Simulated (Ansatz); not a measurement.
```json
{"atom": "C", "x (Å)": "0.0000", "y (Å)": "-0.2568", "z (Å)": "-1.2710"}
{"atom": "C", "x (Å)": "0.0000", "y (Å)": "0.5795", "z (Å)": "0.0000"}
{"atom": "C", "x (Å)": "0.0000", "y (Å)": "-0.2568", "z (Å)": "1.2710"}
{"atom": "H", "x (Å)": "0.0000", "y (Å)": "0.3730", "z (Å)": "-2.1741"}
{"atom": "H", "x (Å)": "0.8875", "y (Å)": "-0.9088", "z (Å)": "-1.3208"}
{"atom": "H", "x (Å)": "-0.8875", "y (Å)": "-0.9088", "z (Å)": "-1.3208"}
{"atom": "H", "x (Å)": "-0.8792", "y (Å)": "1.2471", "z (Å)": "0.0000"}
{"atom": "H", "x (Å)": "0.8792", "y (Å)": "1.2471", "z (Å)": "0.0000"}
{"atom": "H", "x (Å)": "0.0000", "y (Å)": "0.3730", "z (Å)": "2.1741"}
{"atom": "H", "x (Å)": "-0.8875", "y (Å)": "-0.9088", "z (Å)": "1.3208"}
{"atom": "H", "x (Å)": "0.8875", "y (Å)": "-0.9088", "z (Å)": "1.3208"}
```

Basis set: 6-31G* (spherical functions). Left uncorrelated: 3 orbitals. Charge 0, multiplicity 1.

Computed with Ansatz (development build ahead of 0.2.0); each method stands on the lowest determinant of its kind that the runs found. Restricted open shells among the atoms or ions are ROHF, correlated in semicanonical orbitals with singles.

Q: Give the atomization energy at this shape (free ground-state atoms in the same class of orbitals less the molecule, no zero-point energy) of singlet C₃H₈ by RHF-MP2, RHF.

A:

```csv
method,atomization energy
RHF-MP2,40.18 eV
RHF,33.88 eV
```
